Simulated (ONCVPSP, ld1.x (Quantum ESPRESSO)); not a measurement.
Hardness and transferability of assorted potentials

Generated with ld1.x 7.5 (TM, RRKJ, ultrasoft, PAW), atompaw 4.2 or ONCVPSP 4.0.1. The cutoff is in Ry: for ld1.x and atompaw files where the sum of valence levels is converged to 10 mRy in a Bessel basis, for ONCV files where the hardest occupied wave has 1 mHa per electron of residual kinetic energy. The error is the largest all-electron minus pseudo excitation energy over each file’s own four to seven test configurations (ionisations up to +4, promotions, holes and added fractions of an electron), all of which were solved. The labels leave out finer settings (local radius, basis sizes, second energies), which also bear on the numbers. Spin-polarised tests are not counted. The rows are a selection from randomly drawn settings: files with unsolved tests, undetermined cutoffs or missed reference levels are left out.

A true bound ghost makes a file unfit for plane-wave use even where its test errors are small: the radial tests pick states by their node count and pass the ghost by.

| element | potential | cutoff (Ry) | largest error (meV) | bound ghosts |
| --- | --- | --- | --- | --- |
| Al | ONCV, PBEsol, scalar-relativistic, rc 1.55/1.55 (sp), local s, core correction yes, reference 3s1, qcut 4.1/4.3, projectors 0/2 | 13 | -189 | none |
| Br | ONCV, LDA (Perdew-Zunger), scalar-relativistic, rc 0.80/0.75/0.75/0.75 (spdf), local d, core correction yes, reference 3s2 3p6 3d10 4s2 4p4.5, qcut 16.2/20.7/21.2/13.5, projectors 2/2/0/2 | 364 | -5.4 | s, f |
| Nb | ONCV, PBE, scalar-relativistic, rc 2.00/1.65/1.65 (spd), local d, core correction no, reference 4s2 4p6 4d4 5s0.5, qcut 6.9/6.4/9.2, projectors 3/2/0 | 38 | -1.0 | none |
| Mo | RRKJ, PBE, scalar-relativistic, rc 2.85/1.45/1.35 (spd), local s, core correction yes, reference 4p6 4d5 5s1 5p0 | 70 | -631 | none |
| Mo | ONCV, PBE, non-relativistic, rc 1.60/1.65/1.75 (spd), local smoothed, core correction yes, reference 4s2 4p6 4d5 5s1, qcut 7/7.3/4.7, projectors 2/3/3 | 112 | +6.4 | none |
| Ru | ONCV, PBEsol, fully relativistic, rc 1.75/1.55/1.45 (spd), local smoothed, core correction no, reference 4s2 4p6 4d6 5s2, qcut 8.8/8.6/6.5, projectors 2/3/1 | 55 | -156 | none |
| Sb | TM semilocal, LDA (PZ), scalar-relativistic, rc 2.00/2.10 (sp), local p, core correction yes, reference 5s2 5p1 | 25 | -244 | none |

(1) Fill in the row for Cu: RRKJ, revPBE, scalar-relativistic, rc 2.74/3.66/0.98 (spd), local s, core correction no, reference 3d9 4s0 4p0.

## Answers

(1) cutoff 180 Ry, largest error -2475 meV, bound ghosts: none.
